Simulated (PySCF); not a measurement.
How methods differ on the fine-structure interval of Tm

Tm [Xe] 4f13 6s2 [4f5/2^6 4f7/2^7, M_J = 7/2] → Tm [Xe] 4f13 6s2 [4f5/2^5 4f7/2^8, M_J = 5/2], as a difference of total energies. Calculation: PySCF 2.14, in x2c-SVPall-2c; the two-component X2C-1e Hamiltonian. Correlated levels: [Ar] 3d10 frozen; the 16 highest virtual spinors dropped. "Screened" scales the spin-orbit matrix elements by Boettger's factors to mimic the two-electron term; Breit and QED terms are absent.

```tsv
method	fine-structure interval (cm⁻¹)
GHF (screened spin-orbit)	9674.4
GMP2 (screened spin-orbit)	9468.5
GHF (bare spin-orbit)	16317
```

Errors of the correlated levels include the incompleteness of this basis and the frozen core.

For comparison: 8771.2 cm⁻¹ (measured; NIST Handbook of Basic Atomic Spectroscopic Data (Sansonetti and Martin, J. Phys. Chem. Ref. Data 34, 1559 (2005))).
